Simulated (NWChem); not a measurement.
# Total energies of Ge2

```xyz
2

Ge     0.0000     0.0000     1.1338
Ge     0.0000     0.0000    -1.1338
```
Charge 0, spin multiplicity 3.

The numbers come from NWChem runs, not from measurements. The geometry was optimised at UPBE0/def2-SVP, a minimum by its harmonic frequencies.

Basis set: 6-311G** (88 functions).

```tsv
method	total energy (Ha)	relative cost
UHF	-4150.58467	1
UMP2	-4151.02966	under 3
UB2PLYP	-4153.12378	under 3
UPBE	-4153.24390	under 3
UB3LYP	-4153.95595	under 3
UBP86	-4154.40421	under 3
```

Total energies of different functionals aren't comparable as a measure of quality: only differences taken within one method are. Relative cost: rough, from shared machines, SCF included, UHF = 1.

The Hamiltonian is non-relativistic. The correlated methods keep 18 core orbitals frozen. B3LYP has NWChem's definition, with VWN1-RPA local correlation. The Pople sets run with spherical d functions. This spin state was chosen for the runs; another may lie lower. The structure started from a generated list of species. The unpaired electrons of the parent sit in orbitals of symmetry ag and b2u (D2h labels of the run); other states weren't searched. No SCF solution was tested for a lower state. Open-shell Hartree-Fock references start from PBE0 orbitals; any time given for them includes that run.
